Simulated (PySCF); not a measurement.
**Electric field gradients and quadrupole coupling constants**

Species: C2H6O3Si.
Z-matrix (Å and degrees, GFN2-xTB geometry), rows numbered from 1:
```
C 
O   1  1.4042
Si  2  1.6120  1  131.88
C   3  1.9258  2  109.51  1    48.77
O   4  1.2099  3  124.23  2   -31.98
O   4  1.3380  3  114.59  2   147.77
H   1  1.0904  2  107.65  3  -158.11
H   1  1.0918  2  110.00  3    82.94
H   1  1.0904  2  110.98  3   -38.11
H   3  1.4669  2  114.10  1   -68.84
H   3  1.4506  2  100.99  1   165.96
H   6  0.9746  4  110.60  3  -179.75
```

Field gradients from the PBE0/pcSseg-1 density (PySCF, non-relativistic), principal values in atomic units, ordered |Vxx| ≤ |Vyy| ≤ |Vzz|:

| atom | Vxx | Vyy | Vzz |
| --- | --- | --- | --- |
| O2 | -0.5825 | -1.1415 | 1.7240 |
| O5 | 0.5817 | 0.9715 | -1.5532 |
| O6 | -0.5082 | -1.1107 | 1.6188 |

Question: Find the asymmetry η = (Vxx − Vyy)/Vzz and the couplings χ = eQV/h (234.96 MHz × Q in barn × V in au), with Q(17O) = −0.0256 b.

Answer: 
```tsv
atom	environment	nucleus	η	χzz (MHz)	χxx (MHz)	χyy (MHz)
O2	silyl ether oxygen	17O	0.32	-10.37	3.50	6.87
O5	acid carbonyl oxygen	17O	0.25	9.34	-3.50	-5.84
O6	acid hydroxyl oxygen	17O	0.37	-9.74	3.06	6.68
```

Question: What is Vzz at O6 in SI units (1 au = 9.71736 × 10²¹ V/m²)?

Answer: 1.6188 au = 15.731 × 10²¹ V/m².

Question: What couplings would deuterons (Q(2H) = 0.00286 b) have in place of the hydrogens, at this geometry?

Answer: 
```json
{"atom": "H7", "bonded to": "C1", "bond length (Å)": "1.090", "Vzz (au)": "0.3017", "η": "0.07", "χzz (kHz)": "203"}
{"atom": "H8", "bonded to": "C1", "bond length (Å)": "1.092", "Vzz (au)": "0.2994", "η": "0.08", "χzz (kHz)": "201"}
{"atom": "H9", "bonded to": "C1", "bond length (Å)": "1.090", "Vzz (au)": "0.2905", "η": "0.09", "χzz (kHz)": "195"}
{"atom": "H10", "bonded to": "Si3", "bond length (Å)": "1.467", "Vzz (au)": "0.1549", "η": "0.02", "χzz (kHz)": "104"}
{"atom": "H11", "bonded to": "Si3", "bond length (Å)": "1.451", "Vzz (au)": "0.1686", "η": "0.00", "χzz (kHz)": "113"}
{"atom": "H12", "bonded to": "O6", "bond length (Å)": "0.975", "Vzz (au)": "0.4225", "η": "0.09", "χzz (kHz)": "284"}
```

Geometry: GFN2-xTB, one conformer, isolated molecule. GFN2-xTB bond lengths can be off by several hundredths of an ångström, more for odd bonds, and the gradients follow them. With so small a basis the couplings can be 20 % off.
